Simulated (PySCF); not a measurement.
PySCF input for AlH₄, SMILES [AlH4-], charge -1, PBE0/pcJ-1. Coordinates come from a PBE0-D3(BJ)/def2-TZVPD optimisation. The isomer is the one that the SMILES or the coordinates give; other isomers of the formula were not compared.

```python
import numpy as np
from pyscf import gto, scf, dft
from pyscf.prop.ssc import rks as ssc

mol = gto.M(
    atom='''
    Al   -0.00000000   -0.00000000    0.00000000
    H     0.95060665    0.95060666    0.95060666
    H    -0.95060665    0.95060666   -0.95060666
    H    -0.95060666   -0.95060665    0.95060665
    H     0.95060666   -0.95060666   -0.95060665
    ''',
    basis='pcJ-1',
    charge=-1,
    spin=0,
    max_memory=1600,
    verbose=3,
)
mf = dft.RKS(mol, xc='pbe0')
mf.grids.level = 3
mf.conv_tol = 1e-10
mf.max_cycle = 100
mf.kernel()
j = ssc.SSC(mf)
j.with_fcsd = True
j.max_cycle_cphf = 80
j.conv_tol = 1e-7
e11 = j.kernel()
```

Output:

```
converged SCF energy = -243.065487533798
Reduced spin-spin coupling constant K (Hz)
               #0        #1        #2        #3        #4
        0 Al   0.00000
        1 H   21.09526   0.00000
        2 H   21.09432  -0.01117   0.00000
        3 H   21.09434  -0.01118  -0.01132   0.00000
        4 H   21.09391  -0.01115  -0.01114  -0.01114   0.00000
Spin-spin coupling constant J (Hz)
               #0        #1        #2        #3        #4
        0 Al   0.00000
        1 H  171.63394   0.00000
        2 H  171.62631  -0.34837   0.00000
        3 H  171.62645  -0.34874  -0.35322   0.00000
        4 H  171.62297  -0.34795  -0.34771  -0.34772   0.00000
```

The calculation finished and met its thresholds.

Cost: about 14 core-seconds (a rough figure).
